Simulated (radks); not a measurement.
Initial-state core-level shifts of the tantalum ion Ta+ when its valence configuration changes from [Xe] 4f14 5d3 6s1. All-electron calculation, scalar-relativistic Kohn-Sham, PBE, spin-polarised, spherical densities, finite nucleus; open shells are filled with parallel spins first (spin-orbit coupling, left out, can overturn this in heavy ions); Fermi nuclear charge, rms radius 5.3507 fm. Program: a radial shooting solver on a logarithmic mesh with Libxc functionals. Shifts are changes of the shell-averaged eigenvalues in eV (positive: less bound); the change of the density at the nucleus, which sets a Mossbauer isomer shift, is in e/bohr^3, on a base of 1.395e+06.

4f14 5d2 6s1 6p1: 3p -4.111; 4s -4.113; 4p -4.118; 5p -3.866; density at nucleus +13.7
4f14 5d2.5 6s1.5: 3p -1.369; 4s -1.367; 4p -1.370; 5p -1.280; density at nucleus +43.8
4f14 6s1 6p3: 3p -12.839; 4s -12.829; 4p -12.847; 5p -11.750; density at nucleus +47.4
4f14 5d1 6s1 6p2: 3p -8.408; 4s -8.408; 4p -8.419; 5p -7.805; density at nucleus +29.3
4f14 5d3 6s0.5 6p0.5: 3p -0.732; 4s -0.734; 4p -0.733; 5p -0.727; density at nucleus -41.7
4f13.5 5d3 6s1 6p0.5: 3p -7.453; 4s -7.055; 4p -6.917; 5p -3.496; density at nucleus +43.9
4f14 5d2 6s2: 3p -2.776; 4s -2.773; 4p -2.778; 5p -2.578; density at nucleus +91.8
4f14 5d3 6p1: 3p -1.451; 4s -1.455; 4p -1.455; 5p -1.442; density at nucleus -84.6
4f13.5 5d2 6s1 6p1.5: 3p -11.791; 4s -11.386; 4p -11.252; 5p -7.495; density at nucleus +59.5
